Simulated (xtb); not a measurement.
H$_{8}$Si$_{3}$, charge +1, doublet, at a GFN2-xTB geometry (a state made from the parent by changing its charge; the spin is typed, not shown lowest); GFN0-xTB (xtb).

The xtb input:
```
$ xtb mol.xyz --gfn 0 --chrg 1 --uhf 1 --etemp 3000 --json

# file mol.xyz
11

Si     1.73006259     0.88617971    -0.01821925
Si     0.21430832    -1.03910606    -0.11847187
Si    -1.93611862     0.11291389     0.13212917
H      3.05494759     0.29289400    -0.13804698
H      1.35438441     1.72882927    -1.14918317
H      1.47531091     1.50967649     1.27664176
H      0.46584425    -2.03082472     0.92986925
H      0.32388443    -1.79829328    -1.36643948
H     -2.00324331     1.05008294    -0.98479523
H     -1.86962290     0.76938187     1.43401237
H     -2.91703742    -0.96157215     0.06180881
```

The log (banner, timings and long lists left out):

```
   ID    Z sym.   atoms
    1   14 Si     1-3
    2    1 H      4-11

           -------------------------------------------------
          |                Calculation Setup                |
           -------------------------------------------------

           -------------------------------------------------
          |                 G F N 0 - x T B                 |
           -------------------------------------------------

          ...................................................
          :                      SETUP                      :
          :.................................................:
          :  # basis functions                  46          :
          :  # atomic orbitals                  43          :
          :  # shells                           25          :
          :  # electrons                        19          :
          :  electronic temp.         3000.0000000     K    :
          :  accuracy                    1.0000000          :
          :  -> integral cutoff          0.2500000E+02      :
          :  -> integral neglect         0.1000000E-07      :
          ...................................................

         :::::::::::::::::::::::::::::::::::::::::::::::::::::
         ::                     SUMMARY                     ::
         :::::::::::::::::::::::::::::::::::::::::::::::::::::
         :: total energy              -8.250192460267 Eh    ::
         :: gradient norm              0.035218456918 Eh/a0 ::
         :: HOMO-LUMO gap              2.233472152455 eV    ::
         ::.................................................::
         :: H0 energy                 -9.605639071792 Eh    ::
         :: repulsion energy           0.097400866334 Eh    ::
         :: electrostat energy         1.260228282937 Eh    ::
         :: -> Gsolv                   0.000000000000 Eh    ::
         ::    -> Gsasa                0.000000000000 Eh    ::
         ::    -> Gshift               0.000000000000 Eh    ::
         :: dispersion energy         -0.002182537747 Eh    ::
         :: short-range corr.          0.000000000000 Eh    ::
         :: add. restraining           0.000000000000 Eh    ::
         :: total charge               1.000000000000 e     ::
         :::::::::::::::::::::::::::::::::::::::::::::::::::::

           -------------------------------------------------
          |                Property Printout                |
           -------------------------------------------------

    * Orbital Energies and Occupations

         #    Occupation            Energy/Eh            Energy/eV
      -------------------------------------------------------------
         1        2.0000           -0.6440356             -17.5251
         2        2.0000           -0.6195436             -16.8586
         3        2.0000           -0.5864162             -15.9572
         4        2.0000           -0.4807584             -13.0821
         5        2.0000           -0.4782674             -13.0143
         6        2.0000           -0.4777675             -13.0007
         7        2.0000           -0.4761591             -12.9569
         8        2.0000           -0.4723962             -12.8546
         9        1.8958           -0.3911546             -10.6439
        10        1.0869           -0.3502249              -9.5301 (HOMO)
        11        0.0101           -0.2681463              -7.2966 (LUMO)
        12        0.0044           -0.2602761              -7.0825
        13        0.0017           -0.2510891              -6.8325
        14        0.0006           -0.2415737              -6.5736
        15        0.0003           -0.2350053              -6.3948
        16        0.0001           -0.2233220              -6.0769
        17        0.0000           -0.2151115              -5.8535
        18        0.0000           -0.1883332              -5.1248
        19                         -0.1456508              -3.9634
        20                         -0.1251970              -3.4068
        21                         -0.1199119              -3.2630
       ...                                ...                  ...
        43                          1.2349219              33.6039
      -------------------------------------------------------------
                  HL-Gap            0.0820786 Eh            2.2335 eV
             Fermi-level            0.0000000 Eh            0.0000 eV

     #   Z          covCN         q      C6AA      α(0)
     1  14 Si       3.632     0.402   141.231    22.002
     2  14 Si       3.582     0.321   144.705    22.317
     3  14 Si       3.632     0.402   141.231    22.002
     4   1 H        0.920    -0.005     3.144     2.773
     5   1 H        0.919    -0.023     3.491     2.922
     6   1 H        0.919    -0.024     3.502     2.927
     7   1 H        0.918    -0.011     3.256     2.822
     8   1 H        0.918    -0.011     3.256     2.822
     9   1 H        0.919    -0.024     3.502     2.927
    10   1 H        0.919    -0.023     3.491     2.922
    11   1 H        0.920    -0.005     3.144     2.773

 Mol. C6AA /au·bohr⁶  :       2529.735229
 Mol. C8AA /au·bohr⁸  :     124655.042645
 Mol. α(0) /au        :         89.209852

Wiberg/Mayer (AO) data.
largest (>0.10) Wiberg bond orders for each atom

 ---------------------------------------------------------------------------
     #   Z sym  total        # sym  WBO       # sym  WBO       # sym  WBO
 ---------------------------------------------------------------------------
     1  14 Si   3.487 --     5 H    0.864     6 H    0.864     4 H    0.863
                             2 Si   0.720
     2  14 Si   3.324 --     8 H    0.849     7 H    0.849     3 Si   0.720
                             1 Si   0.720
     3  14 Si   3.487 --    10 H    0.864     9 H    0.864    11 H    0.863
                             2 Si   0.720
     4   1 H    0.917 --     1 Si   0.863
     5   1 H    0.918 --     1 Si   0.864
     6   1 H    0.918 --     1 Si   0.864
     7   1 H    0.920 --     2 Si   0.849
     8   1 H    0.920 --     2 Si   0.849
     9   1 H    0.918 --     3 Si   0.864
    10   1 H    0.918 --     3 Si   0.864
    11   1 H    0.917 --     3 Si   0.863
 ---------------------------------------------------------------------------

Topologies differ in total number of bonds
Writing topology from bond orders to xtbtopo.mol

 dipole moment from electron density (au)
     X       Y       Z
  -0.0099   0.0480   0.0055  total (Debye):    0.125

           -------------------------------------------------
          | TOTAL ENERGY               -8.250192460267 Eh   |
          | GRADIENT NORM               0.035218456918 Eh/α |
          | HOMO-LUMO GAP               2.233472152455 eV   |
           -------------------------------------------------

normal termination of xtb
```
